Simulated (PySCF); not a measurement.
A series of related molecules.

All values: wB97X-D/def2-SVPD (PySCF) at GFN2-xTB geometries, gas phase, one conformer each. Core orbitals are frozen in the response; Δα² is half the sum of the squared differences of the principal polarisabilities.

(1) Rank by polarisability anisotropy Δα, highest first.
A. `[CH3:1][CH:2]([CH3:3])[c:4]1[o:5][cH:6][cH:7][p:8]1` with C1–C2–C4–O5 61°
B. `[CH3:1][O:2][c:3]1[o:4][cH:5][cH:6][p:7]1` with C1–O2–C3–O4 179°
C. `C#Cc1occp1`
D. `[CH2:1]=[CH:2][c:3]1[o:4][cH:5][cH:6][p:7]1` with C1–C2–C3–O4 180°
E. `c1cpco1`

(2) Rank by mean static polarisability, highest first.
A. `C1=CP=CO1`
B. `CC(C)c1occp1`
C. `COc1occp1`
D. `C#Cc1occp1`
E. `C=Cc1occp1`

(3) Rank by dipole moment, lowest first.
A. `[CH3:1][O:2][c:3]1[o:4][cH:5][cH:6][p:7]1` with C1–O2–C3–O4 179°
B. `[CH2:1]=[CH:2][c:3]1[o:4][cH:5][cH:6][p:7]1` with C1–C2–C3–O4 180°
C. `c1cpco1`

Answers

(1) C (10.01 Å³), D (9.18 Å³), B (5.57 Å³), A (5.08 Å³), E (3.80 Å³).

(2) B (14.21 Å³), E (13.11 Å³), D (12.85 Å³), C (11.35 Å³), A (8.66 Å³).

(3) A (0.29 D), B (1.01 D), C (1.19 D).

All values together:

| SMILES | formula | μ (D) | HOMO (eV) | LUMO (eV) | α (Å³) | Δα (Å³) | electrons | α per electron (Å³) |
| --- | --- | --- | --- | --- | --- | --- | --- | --- |
| CC(C)c1occp1 | C6H9OP | 1.21 | -8.29 | 1.06 | 14.21 | 5.08 | 68 | 0.209 |
| c1cpco1 | C3H3OP | 1.19 | -8.75 | 0.82 | 8.66 | 3.80 | 44 | 0.197 |
| COc1occp1 | C4H5O2P | 0.29 | -7.98 | 1.36 | 11.35 | 5.57 | 60 | 0.189 |
| C=Cc1occp1 | C5H5OP | 1.01 | -7.94 | -0.03 | 13.11 | 9.18 | 58 | 0.226 |
| C#Cc1occp1 | C5H3OP | 1.21 | -8.33 | -0.09 | 12.85 | 10.01 | 56 | 0.230 |

Conformers: `[CH3:1][CH:2]([CH3:3])[c:4]1[o:5][cH:6][cH:7][p:8]1` with C1–C2–C4–O5 61°; `[CH3:1][O:2][c:3]1[o:4][cH:5][cH:6][p:7]1` with C1–O2–C3–O4 179°; `[CH2:1]=[CH:2][c:3]1[o:4][cH:5][cH:6][p:7]1` with C1–C2–C3–O4 180°.
